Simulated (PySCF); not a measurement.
Species: C5H7NO2.
Atom-mapped SMILES: `[H]/[N:8]=[CH:7]/[CH2:6][C:4]([O:3][CH:2]=[CH2:1])=[O:5]` (hydrogens: H9, H10 on C1; H11 on C2; H12, H13 on C6; H14 on C7; H15 on N8)

Method: PBE0-D3(BJ)/def2-SVP geometry optimisation, gas phase (PySCF 2.14.0).

Question: List the bond lengths, angles and torsions at this level.

Answer: 
| bond | length (Å) |
| --- | --- |
| C1=C2 | 1.328 |
| C2–O3 | 1.371 |
| O3–C4 | 1.351 |
| C4=O5 | 1.200 |
| C4–C6 | 1.503 |
| C6–C7 | 1.498 |
| C7=N8 | 1.266 |
| C1–H9 | 1.092 |
| C1–H10 | 1.090 |
| C2–H11 | 1.092 |
| C6–H12, C6–H13 | 1.103 |
| C7–H14 | 1.106 |
| N8–H15 | 1.024 |

Bonds in one row agree within 0.01 Å and their mean is given. A selection of angles:
| angle | degrees |
| --- | --- |
| C2–C1–H9 | 121.4 |
| C2–C1–H10 | 119.6 |
| H9–C1–H10 | 119.0 |
| C1–C2–O3 | 120.5 |
| C1–C2–H11 | 125.2 |
| O3–C2–H11 | 114.3 |
| C2–O3–C4 | 118.5 |
| O3–C4–O5 | 123.9 |
| O3–C4–C6 | 110.5 |
| O5–C4–C6 | 125.5 |
| C4–C6–C7 | 113.0 |
| C4–C6–H12 | 106.6 |
| C4–C6–H13 | 110.9 |
| C7–C6–H12 | 109.3 |
| C7–C6–H13 | 110.7 |
| H12–C6–H13 | 106.0 |
| C6–C7–N8 | 120.7 |
| C6–C7–H14 | 114.9 |
| N8–C7–H14 | 124.4 |
| C7–N8–H15 | 110.1 |

Torsions: C1–C2–O3–C4 180° (antiperiplanar); C2–O3–C4–O5 1° (synperiplanar); O3–C4–C6–C7 -166° (antiperiplanar); C4–C6–C7–N8 144° (anticlinal); H15–N8–C7–C6 179° (antiperiplanar). The mirror-image conformer, all signs reversed, is as good.

The 3 C–C bonds span 1.328 Å (C1=C2, drawn double) to 1.503 Å (C4–C6, drawn single), a spread of 0.175 Å. The C–O distances run from 1.200 Å (C4=O5, drawn double) to 1.371 Å (C2–O3, drawn single), a spread of 0.171 Å. Of the pairs four or more bonds apart, O5···H11 is among the closest relative to their van der Waals radii: 2.29 Å, 84 % of the sum of Bondi's values.

Point group: C1 (no symmetry element, even within 0.4 Å). No frequency check. One conformer, not necessarily the lowest.
